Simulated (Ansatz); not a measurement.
Consider the redistribution: `N[SiH](N)F` + `CNC[SeH]` → `CN[SiH](N)F` + `NC[SeH]`.

Isolated molecules relaxed with PBE0-D4/def2-TZVP in Ansatz; ΔE leaves out vibrations. CCSD(T)/CBS is the MP2 limit (def2-TZVPP, def2-QZVPP) plus CCSD(T) − MP2 in def2-TZVPP, frozen cores. DFT in def2-TZVPP. B3LYP here is the variant with VWN-RPA as its local correlation; programs differ in this. For Se outer-core shells are correlated without core-valence functions, which leaves a few kJ/mol of doubt a bond. Scalar relativity is left out up to krypton. Each species was taken in one conformer, which may not be the lowest.

| level | ΔE (kJ/mol) | difference from CCSD(T)/CBS |
| --- | --- | --- |
| PBE-D4 | 13.0 | -2.0 |
| r2SCAN-D4 | 15.5 | 0.5 |
| PBE0-D4 | 13.4 | -1.6 |
| B3LYP-D4 | 13.3 | -1.7 |
| ωB97X-V | 14.1 | -0.9 |
| ωB97M-V | 14.2 | -0.8 |
| B2PLYP | 15.0 | 0.0 |
| PBE | 13.2 | -1.8 |
| r2SCAN | 15.5 | 0.5 |
| PBE0 | 13.6 | -1.4 |
| B3LYP | 13.6 | -1.4 |
| HF/def2-TZVPP | 15.0 | 0.0 |
| MP2/def2-TZVPP | 17.1 | 2.1 |
| SCS-MP2/def2-TZVPP | 15.9 | 0.9 |
| CCSD/def2-TZVPP | 15.0 | 0.0 |
| CCSD(T)/def2-TZVPP | 15.2 | 0.2 |
| HF/def2-QZVPP | 14.7 | -0.3 |
| MP2/def2-QZVPP | 16.8 | 1.8 |
| SCS-MP2/def2-QZVPP | 15.7 | 0.7 |
| HF/CBS(def2) | 14.7 | -0.3 |
| MP2/CBS(def2) | 16.8 | 1.8 |
| CCSD/CBS(def2) | 14.8 | -0.2 |
| CCSD(T)/CBS | 15.0 | 0 |

Largest T1 diagnostic among the species: 0.010.
